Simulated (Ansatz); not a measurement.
Molecule: tribromo(fluoro)germane, sum formula GeBr3F, charge 0, multiplicity 1. 
Geometry from a B3LYP-D3(BJ)/def2-TZVP (Ansatz, a quantum-chemistry and plane-wave program) optimisation:
```xyz
5

F      0.0108     0.0414     2.1054
Ge     0.0019     0.0074     0.3766
Br    -1.1419    -1.8709    -0.2527
Br     2.1843    -0.0609    -0.3054
Br    -1.0469     1.9144    -0.3276
```
Charge 0, spin multiplicity 1.

Property: vertical triplet-singlet gap (E(triplet) - E(singlet); each state is the SCF solution reached for its spin; the molecule has degenerate orbitals, so one determinant may break the symmetry), in kcal/mol. Valence correlation only, unless marked. UHF or UKS for open shells. Spin-orbit coupling is left out. Frozen are the shells of the preceding noble gas and the d and f shells that filled before the atom's block. No relativistic terms. CBS marks a two-point X^-3 extrapolation of the correlation energy; Hartree-Fock from the larger set. [CCSD(T)-MP2]/basis is that difference in the basis named.

```tsv
level	program	vertical triplet-singlet gap (kcal/mol)
HF/aug-cc-pVTZ	Ansatz	120.3
SVWN5/def2-TZVPD	Ansatz	89.8
PBE/def2-TZVPD	Ansatz	91.3
r2SCAN/def2-TZVPD	Ansatz	98.6
B3LYP/def2-TZVPD	Ansatz	99.7
PBE0/def2-TZVPD	Ansatz	104.6
BHLYP/def2-TZVPD	Ansatz	115.2
CAM-B3LYP/def2-TZVPD	Ansatz	111.2
wB97M-V/def2-TZVPD	Ansatz	117.3
wB97X-V/def2-TZVPD	Ansatz	120.5
B2PLYP/def2-TZVPD	Ansatz	114.1
MP2/aug-cc-pVDZ	Ansatz	127.3
RI-MP2/aug-cc-pVTZ	Ansatz	129.5
RI-MP2/aug-cc-pVQZ	Ansatz	130.4
RI-MP2/CBS(aug-cc-pVTZ,aug-cc-pVQZ)	Ansatz	131.1
SCS-MP2/aug-cc-pVTZ	Ansatz	130.5
CCSD/aug-cc-pVDZ	Ansatz	122.7
CCSD/aug-cc-pVTZ	Ansatz	125.1
CCSD(T)/aug-cc-pVDZ	Ansatz	121.2
RI-MP2/CBS(aug-cc-pVTZ,aug-cc-pVQZ)+[CCSD(T)-MP2]/aug-cc-pVDZ	Ansatz	125.0
RI-MP2/CBS(aug-cc-pVTZ,aug-cc-pVQZ)+[CCSD(T)-MP2]/aug-cc-pVTZ	Ansatz	125.4
```
